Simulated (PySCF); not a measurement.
Species: 5-methylpyrimidine, C5H6N2.
Geometry (GFN2-xTB, Å), atoms numbered from 1 in this order:
```
atom  x, y, z in Å
C1     1.9009    0.0751    0.2177
C2     0.4207    0.0176    0.0371
C3    -0.2678   -1.1816   -0.1278
N4    -1.5808   -1.2380   -0.2729
C5    -2.2300   -0.0884   -0.2548
N6    -1.6930    1.1087   -0.1071
C7    -0.3796    1.1574    0.0374
H8     2.2994    1.0110   -0.1673
H9     2.3826   -0.7568   -0.2912
H10    2.1461    0.0122    1.2784
H11    0.2532   -2.1314   -0.1466
H12   -3.3043   -0.1312   -0.3758
H13    0.0483    2.1458    0.1553
```

Theory: PySCF, TDDFT PBE0/def2-SVPD, vertical, gas phase, core orbitals frozen in the response.

Ground-to-excited transition dipoles (e·a0, same axes as the geometry; the sign carries no meaning), for the states with f of 0.002 or more among the lowest 6:

```tsv
state	E (eV)	μx	μy	μz
S1	4.282	-0.032	-0.017	0.219
S3	5.688	-0.027	0.566	0.040
S4	5.720	0.009	-0.180	-0.013
S5	6.115	0.039	0.014	-0.173
S6	6.522	0.912	0.034	0.138
```

(1) What oscillator strength does each state have?

(2) What is the point group, and which symmetry does each of these states have?

(3) Which bond between heavy atoms lies closest to the direction of the S6 transition dipole?

(4) What angle do the transition dipoles of S3 and S6 make?

(5) How is the summed strength of these states shared among x, y and z?

(6) What peak molar absorption coefficient would the strongest computed level give as a lone Gaussian band 0.5 eV wide at half height?

Results:

(1) f = (2/3) ΔE |μ|² with ΔE in hartree (27.2114 eV).

| state | \|μ\|² (au) | \|μ\| (D) | f |
| --- | --- | --- | --- |
| S1 | 0.049 | 0.56 | 0.005 |
| S3 | 0.322 | 1.44 | 0.045 |
| S4 | 0.033 | 0.46 | 0.005 |
| S5 | 0.032 | 0.45 | 0.005 |
| S6 | 0.852 | 2.35 | 0.136 |

(2) Cs. Polarised normal to the mirror plane, so A″: S3 and S4. Polarised in the mirror plane, so A′: S1, S5 and S6.

(3) C1–C2, C3–N4 and N6–C7, at 2° from it; next C2–C7 and C2–C3 at 57°.

(4) |cos θ| = |μa·μb| / (|μa| |μb|) = 0.00, so θ ≈ 90° (taken between 0 and 90°, since the signs are arbitrary).

(5) (2/3) Σ ΔE μα² gives 0.133 for x, 0.049 for y and 0.013 for z, 0.196 in all.

(6) ε(max) = 2.175×10⁸ f / FWHM, with the width in cm⁻¹. S6: 2.175×10⁸ × 0.1362 / 4033 ≈ 7300 L mol⁻¹ cm⁻¹.

Hardware: Arm Neoverse N1, one thread, no GPU (shared host). Cost: 36 s, 0.87 GiB resident at most.
